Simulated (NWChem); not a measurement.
Molecule: ScH₂O₂Br; SMILES [OH][Sc]([OH])[Br]

Program: NWChem. The geometry was optimised at PBE0/def2-SVP. One conformer.

Diagonal of the polarisability tensor at B3LYP/def2-SVPD, static: 48.64, 66.38, 79.64 bohr³.

Task: Find the mean polarisability volume, the molar refraction, and the refractive index that an ideal gas of it would have at 273.15 K and 1 atm.

Result: 
1. Mean: one third of the trace = 64.89 bohr³ × 0.14818 Å³/bohr³ = 9.62 Å³.
2. Molar refraction (Lorentz-Lorenz): (4π/3) N_A α = 24.3 cm³/mol.
3. Number density p/kT = 2.687 × 10⁻⁵ Å⁻³; n − 1 = 2π N α = 16.23 × 10⁻⁴.
4. These hold the electronic response alone: vibrational and orientational terms add to the static dielectric constant.
